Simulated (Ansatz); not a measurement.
# How basis sets differ on GeH3F (GeFH3)

GeH3F has 5 atoms, charge 0, and is taken as a singlet. SMILES: `[H][Ge]([H])([H])[F]`. Geometry: a GFN2-xTB relaxation, a rough one for these elements and not checked as a minimum.

Each level gives the HOMO–LUMO gap (eV). The values are calculated.

| level | kind | program | value (eV) |
| --- | --- | --- | --- |
| HF/STO-3G | Hartree–Fock | Ansatz | 21.57 |
| HF/3-21G | Hartree–Fock | Ansatz | 16.59 |
| HF/def2-SVP | Hartree–Fock | Ansatz | 16.59 |
| HF/def2-mTZVP | Hartree–Fock | Ansatz | 16.35 |
| HF/def2-TZVP | Hartree–Fock | Ansatz | 16.33 |

All-electron rows without a relativistic Hamiltonian named are non-relativistic. The values span 16.33 to 21.57 eV. A Hartree–Fock LUMO above zero doesn't converge with the basis: it sinks as sets grow more diffuse. Orbital gaps aren't excitation energies.
